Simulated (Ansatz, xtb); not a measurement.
**Relative energy of two isomers of C5H5F3O2**

Structure I: `O=C[C@@H]1CO[C@@H]1C(F)(F)F`, a singlet. Structure II: `O=C[C@@H]1C[C@H](C(F)(F)F)O1`, a singlet. Both are isolated molecules in the gas phase, relaxed with B3LYP/def2-SVP; the shapes shown needn't be the lowest conformers.

I (Å):

```xyz
15

C    -1.6089    0.8483    0.6072
C    -0.6465   -0.2755    0.9352
C     0.8326   -0.0750    0.5662
C    -0.5394   -1.5361    0.0317
C    -1.3586   -1.5522   -1.2521
F    -2.6638   -1.7221   -0.9565
F    -0.9815   -2.5512   -2.0533
F    -1.2417   -0.4030   -1.9356
O    -1.2579    1.9875    0.4420
O     0.8383   -1.2928   -0.2140
H    -2.6888    0.5563    0.5663
H    -0.8238   -0.5530    1.9879
H     1.5542   -0.1171    1.3979
H     1.0236    0.8208   -0.0460
H    -0.7229   -2.5008    0.5380
```

II (Å):

```xyz
15

C    -0.0346    0.6998    1.5265
C     0.5721    0.7904    0.1366
C     0.2749    2.0678   -0.6708
C    -0.5216    1.1118   -1.5808
C    -2.0318    1.2969   -1.5810
F    -2.3517    2.4388   -2.2138
F    -2.5191    1.3684   -0.3303
F    -2.6486    0.2874   -2.2045
O    -0.0329    1.6128    2.3095
O    -0.1338   -0.0341   -0.8147
H    -0.4773   -0.3031    1.7628
H     1.6398    0.5044    0.2093
H    -0.3009    2.8315   -0.1317
H     1.1460    2.5279   -1.1524
H    -0.1951    1.0474   -2.6328
```

Q: Estimate which is lower in electronic energy at CCSD(T)/def2-SVP + ΔMP2/def2-TZVPP, and by roughly how much.

A: The CCSD(T)/def2-SVP + ΔMP2/def2-TZVPP calculation puts structure II lower, by 3.0 kcal/mol.

How the difference moves with the method:

```csv
level,geometry,E(II) − E(I) (kcal/mol),departure from the last row (kcal/mol),"job, with rough time for the two"
B3LYP/def2-SVP,B3LYP/def2-SVP,−2.5,+0.5,"optimisation, 5.5 min"
HF/def2-SVP,B3LYP/def2-SVP,−3.6,−0.6,part of the CCSD(T) run
MP2/def2-SVP,B3LYP/def2-SVP,−2.6,+0.4,part of the CCSD(T) run
CCSD(T)/def2-SVP,B3LYP/def2-SVP,−2.7,+0.3,single point
CCSD(T)/def2-SVP + ΔMP2/def2-TZVPP,B3LYP/def2-SVP,−3.0,,"single point, 6.3 min"
```

As drawn, both hold the same kinds of bond in the same numbers.

None of the levels shown reverses the order. The largest departure from CCSD(T)/def2-SVP + ΔMP2/def2-TZVPP is that of HF/def2-SVP, 0.6 kcal/mol. Levels run at GFN2-xTB geometries aren't shown. The last row adds to CCSD(T) the change of the MP2 difference between the two basis sets, here −0.3 kcal/mol.

With thermal terms from frequencies at re-optimised GFN2-xTB minima (ideal gas, soft modes damped towards free rotors, one conformer each, 298.15 K, 1 atm): the zero-point term adds −0.2 kcal/mol; ΔH is −3.1 and ΔG −3.3 kcal/mol.

The correlated steps freeze 10 core orbitals. Codes used: Ansatz 0.2.0, xtb 6.7.1; the last row on 2 threads of Intel(R) Xeon(R) Processor @ 2.70GHz on a shared host.
